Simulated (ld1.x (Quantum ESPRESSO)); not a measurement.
# Before and after: ultrasoft potential for phosphorus

P (Z = 15), ultrasoft, made with ld1.x (Quantum ESPRESSO) 7.5 (PBE, non-relativistic). Core [Ne], reference 3s1.5 3p3.5. Waves: 3s (bound): rcut 1.30, rcutus 1.80 bohr; 3s channel at -0.7 Ry: rcut 1.30, rcutus 1.80 bohr; 3p (bound): rcut 1.65, rcutus 1.75 bohr; 3p channel at 0.35 Ry: rcut 1.65, rcutus 1.75 bohr. Local part: all-electron potential smoothed inside 1.55 bohr (lloc = -1). Core correction: none. Augmentation charge: built from norm-conserving waves at rcut, not smoothed further.

Change: all radii scaled by about 1.09 (s 1.96, p 1.90 bohr, rcut 1.42/1.80); local potential all-electron potential smoothed inside 1.68 bohr (lloc = -1).

Cutoffs: the cutoffs (Ry, on a coarse ladder) from which the occupation-weighted sum of valence levels, in a spherical-Bessel basis at the reference potential, stays within 10 and 1 mRy of its value at 400 Ry; they do not see the model core or the augmentation charge, which bear on the density cutoff. Errors are all-electron minus pseudo energies relative to the spin-unpolarised reference configuration.

Task: How do hardness, ghosts and transferability respond?

Result: The potential gets harder (12 Ry and 21 Ry → 15 Ry and 21 Ry); of the 7 tests that both files solve, the error grows in 0 and shrinks in 5 by more than 15 % and 0.3 meV (median size 4.1 → 1.1 meV); neither file shows a bound ghost. That the errors move this way runs against the usual rule that smaller radii transfer better.

```tsv
quantity	base	changed
cutoff, loose	12 Ry	15 Ry
cutoff, tight	21 Ry	21 Ry
bound ghosts	none	none
error for 3s2 3p3, meV [ΔE -4.21 eV]	+1.8	+0.3
error for 3s2 3p2, meV [ΔE 5.54 eV]	+3.5	+0.7
error for 3s2 3p1, meV [ΔE 24.69 eV]	+12	+9.4
error for 3s2 3p0, meV [ΔE 54.44 eV]	+52	+53
error for 3s2 3p2.5, meV [ΔE -0.43 eV]	+2.4	+0.3
error for 3s0 3p5, meV [ΔE 12.82 eV]	+4.1	-1.1
error for 3s1 3p0, meV [ΔE 106.33 eV]	+195	+205
lowest overlap eigenvalue by channel	s 0.40, p 0.71	s 0.41, p 0.79
```
